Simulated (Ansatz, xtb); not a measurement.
## Two structures of GaH3OSiSn

Structure X: a singlet given by its coordinates. Structure Y: a singlet given by its coordinates. Both are isolated molecules in the gas phase, relaxed with B3LYP-D3(BJ)/def2-SVP.

X (Å):

```
atom    x (Å)    y (Å)    z (Å)
  Ga  -0.2544  -0.0075  -1.4648
   O   0.4515  -0.1770   0.3618
  Si   0.8121  -1.7549   0.4663
  Sn   0.0762  -2.7267  -1.9569
   H   1.7825  -2.1766  -2.2128
   H  -0.6075   1.5286  -1.6740
   H   1.4469  -2.0357   1.8162
```

Close contacts (Å): Ga1–O2 1.97, Ga1–Sn4 2.78, O2–Si3 1.62, Si3–Sn4 2.71, Ga1–H6 1.59, Si3–H7 1.52, Sn4–H5 1.81.

Y (Å):

```csv
atom,x (Å),y (Å),z (Å)
Ga,-2.0320,0.3830,1.0315
O,-2.0264,-1.3893,0.6588
Si,-1.2677,-1.9846,-2.5215
Sn,-1.9074,-3.2063,-0.1869
H,-0.0448,-1.1457,-2.2886
H,-1.0076,-2.8202,-3.7392
H,-2.3735,-1.0296,-2.8658
```

Close contacts (Å): Ga1–O2 1.81, O2–Sn4 2.01, Si3–Sn4 2.71, Si3–H5 1.50, Si3–H6 1.50, Si3–H7 1.50.

Q: Estimate E(Y) − E(X) at the level CCSD(T)/def2-SVP + ΔMP2/def2-TZVPP.

A: Calculated at CCSD(T)/def2-SVP + ΔMP2/def2-TZVPP: E(Y) − E(X) = −0.370 eV, so structure Y lies lower.

Level by level:

```
                             level               geometry  E(Y) − E(X) (eV)  departure from the last row (eV)  job, with rough time for the two
                          GFN2-xTB               GFN2-xTB              +0.047                            +0.417              optimisation, 0.93 s
                         HF/STO-3G               GFN2-xTB              −0.769                            −0.399               single point, 8.9 s
                r2SCAN-D4/def2-SVP               GFN2-xTB              −0.597                            −0.227               single point, 4.5 s
             B3LYP-D3(BJ)/def2-SVP  B3LYP-D3(BJ)/def2-SVP              −0.767                            −0.397             optimisation, 2.5 min
                       HF/def2-SVP  B3LYP-D3(BJ)/def2-SVP              −0.904                            −0.534           part of the CCSD(T) run
                      MP2/def2-SVP  B3LYP-D3(BJ)/def2-SVP              −0.567                            −0.196           part of the CCSD(T) run
                  CCSD(T)/def2-SVP  B3LYP-D3(BJ)/def2-SVP              −0.655                            −0.285                      single point
CCSD(T)/def2-SVP + ΔMP2/def2-TZVPP  B3LYP-D3(BJ)/def2-SVP              −0.370                                                  single point, 46 s
```

GFN2-xTB puts the two in the other order. The largest departure from CCSD(T)/def2-SVP + ΔMP2/def2-TZVPP is that of HF/def2-SVP, 0.534 eV. The last row adds to CCSD(T) the change of the MP2 difference between the two basis sets, here +0.285 eV, a large step that makes the value less sure.

With harmonic frequencies from B3LYP-D3(BJ)/def2-SVP (ideal gas, rigid rotor, one conformer each, 298.15 K, 1 atm): on the last row, ΔE + ΔZPE = −0.299 eV. A mode under 50 cm⁻¹ makes harmonic enthalpies and free energies unreliable, so none is given.

The correlated steps freeze 19 core orbitals; the filled d shell of Ga and Sn is correlated, in a basis made for valence electrons. Atoms past krypton carry core potentials in the def2 sets, other sets are all-electron and non-relativistic, and no spin–orbit term is included. Programs: Ansatz 0.2.0, xtb 6.7.1; the last row on 2 threads of Intel(R) Xeon(R) Platinum 8259CL CPU @ 2.50GHz (Skylake/Cascade Lake) on a shared host.
